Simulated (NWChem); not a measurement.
All runs are NWChem calculations. System: CH$_{7}$Si$_{2}$, charge 0, spin multiplicity 2, displaced from the optimised geometry. The structure started from a generated list of species. Its SCF solution wasn't tested for a lower state.

The NWChem input:

```
start mol
memory heap 200 mb stack 900 mb global 1100 mb
geometry units angstroms nocenter noautoz
  Si    -1.700336    -0.130119     0.135620
  C      0.000000     0.000000    -0.690116
  Si     1.700336     0.130119     0.135620
  H     -2.607710     1.009781    -0.324837
  H     -2.382923    -1.442296    -0.249406
  H     -1.568147    -0.073192     1.652214
  H      0.000000     0.000000    -1.812610
  H      2.382923     1.442296    -0.249406
  H      2.607710    -1.009781    -0.324837
  H      1.568147     0.073192     1.652214
  symmetry group C2
end
basis spherical
  * library def2-svp
end
dft
  xc becke88 perdew86
  odft
  mult 2
  semidirect memsize 60000000 filesize 0
  iterations 100
  convergence nodiis damp 40
end
task dft gradient
```

The output up to the point where the run's verdict is printed (cleaned and shortened):

```
             Northwest Computational Chemistry Package (NWChem) 7.3.0
             --------------------------------------------------------

                                NWChem Input Module
                                -------------------

 Scaling coordinates for geometry "geometry" by  1.889725989
 (inverse scale =  0.529177249)

 Turning off AUTOSYM since
 SYMMETRY directive was detected!

                             Geometry "geometry" -> ""
                             -------------------------

 Output coordinates in angstroms (scale by  1.889725989 to convert to a.u.)

  No.       Tag          Charge          X              Y              Z
 ---- ---------------- ---------- -------------- -------------- --------------
    1 Si                  14.0000    -1.70033600    -0.13011900     0.13562000
    2 C                    6.0000     0.00000000     0.00000000    -0.69011600
    3 Si                  14.0000     1.70033600     0.13011900     0.13562000
    4 H                    1.0000    -2.60771000     1.00978100    -0.32483700
    5 H                    1.0000    -2.38292300    -1.44229600    -0.24940600
    6 H                    1.0000    -1.56814700    -0.07319200     1.65221400
    7 H                    1.0000     0.00000000     0.00000000    -1.81261000
    8 H                    1.0000     2.38292300     1.44229600    -0.24940600
    9 H                    1.0000     2.60771000    -1.00978100    -0.32483700
   10 H                    1.0000     1.56814700     0.07319200     1.65221400

 Effective nuclear repulsion energy (a.u.)     135.8349956664

            Nuclear Dipole moment (a.u.)
            ----------------------------
        X                 Y               Z
 ---------------- ---------------- ----------------
    -0.0000000000     0.0000000000    -0.0000075589

      Symmetry information
      --------------------

 Group name             C2
 Group number              4
 Group order               2
 No. of unique centers     6

      Symmetry unique atoms

     1    2    4    5    6    7


 Summary of "ao basis" -> "" (spherical)
[...]
 d= 0,ls=0.5         73   -595.7149273112  1.29D+01  1.24D-01              40.3
                                                     1.10D-01
 d= 0,ls=0.5         74   -608.6091941050 -1.29D+01  1.24D-01              40.7
                                                     1.10D-01
 d= 0,ls=0.5         75   -595.7159187701  1.29D+01  1.24D-01              41.2
                                                     1.10D-01
 d= 0,ls=0.5         76   -608.6093371615 -1.29D+01  1.24D-01              41.7
                                                     1.10D-01
 d= 0,ls=0.5         77   -595.7167953808  1.29D+01  1.24D-01              42.2
                                                     1.10D-01
 d= 0,ls=0.5         78   -608.6094639574 -1.29D+01  1.24D-01              42.7
                                                     1.10D-01
 d= 0,ls=0.5         79   -595.7175690028  1.29D+01  1.24D-01              43.2
                                                     1.10D-01
 d= 0,ls=0.5         80   -608.6095760988 -1.29D+01  1.24D-01              43.7
                                                     1.10D-01
 d= 0,ls=0.5         81   -595.7182506255  1.29D+01  1.24D-01              44.2
                                                     1.10D-01
 d= 0,ls=0.5         82   -608.6096750920 -1.29D+01  1.24D-01              44.6
                                                     1.10D-01
 d= 0,ls=0.5         83   -595.7188503358  1.29D+01  1.24D-01              45.1
                                                     1.10D-01
 d= 0,ls=0.5         84   -608.6097623472 -1.29D+01  1.24D-01              45.6
                                                     1.10D-01
 d= 0,ls=0.5         85   -595.7193773260  1.29D+01  1.24D-01              46.1
                                                     1.10D-01
 d= 0,ls=0.5         86   -608.6098391221 -1.29D+01  1.24D-01              46.6
                                                     1.10D-01
 d= 0,ls=0.5         87   -595.7198399058  1.29D+01  1.24D-01              47.1
                                                     1.10D-01
 d= 0,ls=0.5         88   -608.6099066002 -1.29D+01  1.24D-01              47.6
                                                     1.10D-01
 d= 0,ls=0.5         89   -595.7202455656  1.29D+01  1.24D-01              48.1
                                                     1.10D-01
 d= 0,ls=0.5         90   -608.6099658415 -1.29D+01  1.24D-01              48.6
                                                     1.10D-01
 d= 0,ls=0.5         91   -595.7206010156  1.29D+01  1.24D-01              49.1
                                                     1.10D-01
 d= 0,ls=0.5         92   -608.6100178014 -1.29D+01  1.24D-01              49.5
                                                     1.10D-01
 d= 0,ls=0.5         93   -595.7209122460  1.29D+01  1.24D-01              50.0
                                                     1.10D-01
 d= 0,ls=0.5         94   -608.6100633362 -1.29D+01  1.24D-01              50.5
                                                     1.10D-01
 d= 0,ls=0.5         95   -595.7211845865  1.29D+01  1.24D-01              51.0
                                                     1.10D-01
 d= 0,ls=0.5         96   -608.6101032354 -1.29D+01  1.24D-01              51.5
                                                     1.10D-01
 d= 0,ls=0.5         97   -595.7214227737  1.29D+01  1.24D-01              51.9
                                                     1.10D-01
 d= 0,ls=0.5         98   -608.6101381317 -1.29D+01  1.24D-01              52.4
                                                     1.10D-01
 d= 0,ls=0.5         99   -595.7216309790  1.29D+01  1.24D-01              52.9
                                                     1.10D-01
 d= 0,ls=0.5        100   -608.6101686537 -1.29D+01  1.24D-01              53.4
                                                     1.10D-01
```

Convergence was not reached. The next line reads: Calculation failed to converge. NWChem stopped with the message: dft gradient failed.
